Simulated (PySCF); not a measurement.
GeFCl, SMILES [F][Ge][Cl] (connectivity only; charge and spin as stated), neutral, multiplicity 1.

Coordinates come from a r2SCAN-D4/def2-TZVP optimisation.

All values below come from PBE/def2-TZVPD run with PySCF.

Symmetry labels are those of the subgroup Cs that the program uses (full group Cs).

Computed valence orbital energies around the gap with their symmetry:
```csv
orbital,symmetry,energy (eV)
HOMO−7,A',-20.41
HOMO−6,A',-13.40
HOMO−5,A',-10.47
HOMO−4,A",-10.09
HOMO−3,A',-9.91
HOMO−2,A",-8.29
HOMO−1,A',-8.01
HOMO,A',-7.35
LUMO,A",-3.67
LUMO+1,A',-1.18
LUMO+2,A',-0.79
LUMO+3,A',0.17
```
